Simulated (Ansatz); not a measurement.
Born–Oppenheimer molecular dynamics of Cl$_{2}$H$_{4}$O$_{3}$W (10 atoms, charge 0, multiplicity 1). It starts at the highest image of a converged band. Of that band: The profile has 2 maxima (images 1, 5) with wells between them (image 2): this band takes more than one step, which may be the mechanism or a detour left from its start path. A vibrational analysis at the climbing image gives 2 clearly imaginary modes (91i, 58i cm⁻¹): a point of higher order, so a lower path passes nearby.

All numbers below come from RKS PBE/def2-SVP in Ansatz.

| Item | Value |
| --- | --- |
| ensemble | NVE (velocity Verlet) |
| time step | 0.5 fs |
| steps asked | 200 |
| starting velocities drawn for | 100 K |
| seed | 9464 |

Frames 5 fs apart, positions in Å, forces in eV/Å.

Velocities at 35 fs (Å/ps):

```
W -0.19 -0.03 0.29
Cl -0.86 0.73 0.16
H 0.42 3.58 -3.50
O 1.34 0.19 -0.86
H -2.99 -2.71 2.83
Cl 0.90 -0.17 0.10
O 0.58 -2.56 -2.58
H 4.20 8.70 -4.35
O -0.03 1.18 -0.28
H 1.96 -4.74 2.04
```

```xyz
10
Properties=species:S:1:pos:R:3:forces:R:3 time_fs=35 energy_less_start_eV=0.074 T=29
W -0.277 0.029 -0.309 -0.49 1.49 -0.27
Cl 0.975 -0.608 2.493 0.02 -0.02 0.32
H 0.916 0.300 0.978 -0.03 -0.36 -0.26
O 0.151 1.891 -0.154 0.24 -0.38 0.42
H -0.424 2.523 -0.617 -0.41 0.31 -0.41
Cl -2.385 -0.136 0.584 0.20 0.03 -0.11
O 0.549 -1.573 -0.086 0.31 -0.99 -0.08
H 0.930 -1.669 0.866 0.20 0.02 0.21
O -0.173 0.073 -2.207 -0.12 -0.14 0.22
H 0.719 0.166 -2.609 0.07 0.05 -0.03
10
Properties=species:S:1:pos:R:3:forces:R:3 time_fs=40 energy_less_start_eV=0.043 T=59
W -0.278 0.030 -0.308 -0.26 0.91 -0.49
Cl 0.971 -0.604 2.495 0.02 -0.07 0.20
H 0.918 0.278 0.933 0.12 -0.19 -0.10
O 0.157 1.891 -0.156 -0.52 0.32 -0.13
H -0.461 2.518 -0.631 0.36 -0.47 0.18
Cl -2.380 -0.137 0.585 0.12 0.02 -0.07
O 0.555 -1.592 -0.099 0.30 -0.33 0.31
H 0.970 -1.628 0.864 -0.05 -0.08 -0.14
O -0.173 0.078 -2.207 0.01 -0.15 0.20
H 0.729 0.148 -2.598 -0.10 0.04 0.03
10
Properties=species:S:1:pos:R:3:forces:R:3 time_fs=45 energy_less_start_eV=0.038 T=64
W -0.280 0.032 -0.307 0.21 0.13 -0.54
Cl 0.967 -0.601 2.498 -0.01 -0.05 0.05
H 0.948 0.213 0.867 0.22 0.14 0.18
O 0.160 1.892 -0.158 0.17 -0.55 0.41
H -0.467 2.458 -0.642 -0.34 0.35 -0.33
Cl -2.374 -0.137 0.584 0.02 0.02 -0.02
O 0.564 -1.616 -0.108 -0.02 0.32 0.17
H 1.004 -1.609 0.841 -0.11 -0.24 -0.11
O -0.175 0.081 -2.203 -0.19 -0.15 0.24
H 0.728 0.140 -2.587 0.04 0.03 -0.05
10
Properties=species:S:1:pos:R:3:forces:R:3 time_fs=50 energy_less_start_eV=0.052 T=50
W -0.281 0.034 -0.307 1.11 -0.38 -0.14
Cl 0.963 -0.598 2.502 -0.04 0.05 -0.08
H 1.020 0.176 0.836 -0.17 0.21 0.15
O 0.161 1.888 -0.157 -0.58 0.07 -0.21
H -0.496 2.426 -0.686 0.39 -0.21 0.30
Cl -2.368 -0.138 0.584 -0.09 0.03 0.07
O 0.573 -1.635 -0.116 -0.48 0.60 -0.37
H 1.019 -1.645 0.802 0.06 -0.23 0.23
O -0.178 0.081 -2.197 -0.14 -0.14 0.05
H 0.727 0.139 -2.583 -0.07 0.01 0.01
10
Properties=species:S:1:pos:R:3:forces:R:3 time_fs=55 energy_less_start_eV=0.064 T=38
W -0.281 0.035 -0.308 1.67 -0.87 0.36
Cl 0.958 -0.595 2.505 -0.04 0.05 -0.16
H 1.054 0.184 0.840 -0.42 0.04 0.05
O 0.156 1.883 -0.156 0.01 -0.27 0.22
H -0.482 2.387 -0.701 -0.23 0.39 -0.19
Cl -2.362 -0.138 0.584 -0.17 0.03 0.11
O 0.575 -1.646 -0.127 -0.38 0.63 0.05
H 1.035 -1.728 0.792 -0.24 0.10 -0.27
O -0.184 0.079 -2.189 -0.22 -0.12 -0.14
H 0.716 0.140 -2.580 0.01 0.01 -0.03
10
Properties=species:S:1:pos:R:3:forces:R:3 time_fs=60 energy_less_start_eV=0.048 T=54
W -0.279 0.036 -0.307 1.11 -0.95 0.47
Cl 0.954 -0.591 2.506 -0.10 0.08 -0.15
H 1.001 0.203 0.862 -0.06 -0.08 0.18
O 0.150 1.876 -0.154 -0.41 0.40 -0.23
H -0.479 2.402 -0.723 0.27 -0.08 0.27
Cl -2.358 -0.138 0.585 -0.20 0.03 0.10
O 0.571 -1.648 -0.139 -0.62 0.55 -0.57
H 1.012 -1.794 0.749 0.12 0.15 0.33
O -0.194 0.075 -2.184 -0.11 -0.11 -0.36
H 0.705 0.142 -2.582 -0.02 0.01 -0.03
10
Properties=species:S:1:pos:R:3:forces:R:3 time_fs=65 energy_less_start_eV=0.032 T=69
W -0.275 0.035 -0.307 0.22 -0.76 0.30
Cl 0.948 -0.588 2.507 -0.09 -0.01 -0.04
H 0.932 0.206 0.924 0.29 -0.09 0.14
O 0.139 1.873 -0.154 0.13 0.27 0.17
H -0.447 2.429 -0.713 -0.13 0.18 -0.10
Cl -2.355 -0.138 0.586 -0.20 0.01 0.06
O 0.559 -1.641 -0.158 -0.05 0.15 0.18
H 0.998 -1.819 0.745 -0.15 0.29 -0.24
O -0.204 0.070 -2.184 0.02 -0.05 -0.43
H 0.689 0.147 -2.591 -0.03 0.01 -0.04
10
Properties=species:S:1:pos:R:3:forces:R:3 time_fs=70 energy_less_start_eV=0.029 T=72
W -0.271 0.034 -0.305 -0.33 0.01 0.00
Cl 0.942 -0.584 2.508 -0.05 -0.04 0.12
H 0.923 0.188 1.015 0.16 -0.05 -0.18
O 0.129 1.875 -0.152 0.08 0.47 0.04
H -0.426 2.476 -0.708 0.04 -0.13 0.09
Cl -2.353 -0.137 0.588 -0.18 -0.01 0.06
O 0.545 -1.633 -0.175 0.06 -0.20 -0.11
H 0.966 -1.789 0.718 0.18 -0.05 0.26
O -0.215 0.064 -2.190 0.01 -0.02 -0.26
H 0.671 0.157 -2.610 0.04 0.02 -0.03
10
Properties=species:S:1:pos:R:3:forces:R:3 time_fs=75 energy_less_start_eV=0.058 T=44
W -0.267 0.032 -0.304 -0.54 0.69 -0.38
Cl 0.936 -0.580 2.510 -0.01 -0.12 0.23
H 0.950 0.159 1.064 -0.04 0.07 -0.43
O 0.121 1.883 -0.149 0.23 0.22 0.13
H -0.410 2.509 -0.694 -0.06 -0.12 0.02
Cl -2.353 -0.137 0.590 -0.14 -0.02 0.08
O 0.534 -1.627 -0.193 0.58 -0.64 0.58
H 0.959 -1.761 0.720 -0.05 -0.11 -0.24
O -0.225 0.058 -2.200 0.07 0.05 -0.03
H 0.655 0.169 -2.633 -0.05 -0.01 0.06
10
Properties=species:S:1:pos:R:3:forces:R:3 time_fs=80 energy_less_start_eV=0.053 T=49
W -0.264 0.031 -0.304 -0.51 0.96 -0.58
Cl 0.930 -0.577 2.512 -0.06 -0.09 0.05
H 0.972 0.145 1.018 -0.05 0.12 -0.31
O 0.116 1.894 -0.144 0.32 -0.22 0.19
H -0.412 2.520 -0.681 -0.18 0.02 -0.09
Cl -2.353 -0.137 0.593 -0.06 -0.02 0.04
O 0.529 -1.631 -0.203 0.40 -0.62 0.16
H 0.955 -1.763 0.694 0.15 -0.22 0.19
O -0.235 0.052 -2.210 -0.10 0.07 0.33
H 0.636 0.180 -2.647 0.08 -0.01 0.00
10
Properties=species:S:1:pos:R:3:forces:R:3 time_fs=85 energy_less_start_eV=0.028 T=73
W -0.262 0.032 -0.304 -0.31 0.60 -0.60
Cl 0.923 -0.575 2.515 -0.15 -0.06 -0.25
H 0.987 0.160 0.904 0.16 0.12 0.05
O 0.116 1.903 -0.137 -0.05 -0.11 -0.18
H -0.445 2.519 -0.676 0.12 -0.30 0.21
Cl -2.354 -0.137 0.596 0.05 -0.01 -0.02
O 0.532 -1.643 -0.210 0.37 -0.35 0.43
H 0.974 -1.809 0.687 -0.09 0.03 -0.15
O -0.246 0.048 -2.215 0.00 0.13 0.44
H 0.625 0.187 -2.657 -0.08 -0.04 0.06
10
Properties=species:S:1:pos:R:3:forces:R:3 time_fs=90 energy_less_start_eV=0.032 T=70
W -0.260 0.033 -0.304 0.21 0.07 -0.30
Cl 0.915 -0.573 2.517 -0.24 0.02 -0.50
H 1.036 0.200 0.800 0.16 -0.03 0.26
O 0.116 1.908 -0.131 0.24 -0.68 0.11
H -0.477 2.482 -0.651 -0.31 0.25 -0.19
Cl -2.355 -0.137 0.599 0.14 0.02 -0.03
O 0.539 -1.661 -0.212 -0.08 0.16 -0.02
H 0.983 -1.853 0.666 0.04 0.11 0.16
O -0.258 0.045 -2.214 -0.22 0.09 0.55
H 0.606 0.185 -2.658 0.07 -0.02 -0.05
```

Of the whole run (100 fs, mean temperature of the second half 57 K): The conserved energy stayed within 0.025 meV per atom of its start (net change 0.017 meV per atom), so the integration is sound. A run of 0.1 ps of so small a system gives no equilibrium averages. The orbitals stay closed-shell, which can raise the energy where a bond breaks towards radicals; this wasn't checked here.

Run time: 5.1 min on 4 threads of Arm Neoverse V2, on a shared host, peak memory 0.2 GiB.
